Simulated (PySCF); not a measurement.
SeCl, SMILES [Se]Cl, multiplicity 2.

Geometry: B3LYP-D3(BJ)/def2-TZVP. The multiplicity is an assumed one; other spin states were not compared.

These are CAM-B3LYP/def2-TZVPD run with PySCF values and carry that method's errors.

The total energy comes out as -2861.88123 hartree, the point group comes out as C∞v and the α spin, highest occupied and lowest empty level is -8.52 and -1.39 eV. The β spin, highest occupied and lowest empty level is -8.25 and -3.52 eV and the dipole moment is 0.79 D. The ⟨S²⟩ is 0.754 (pure state 0.75).
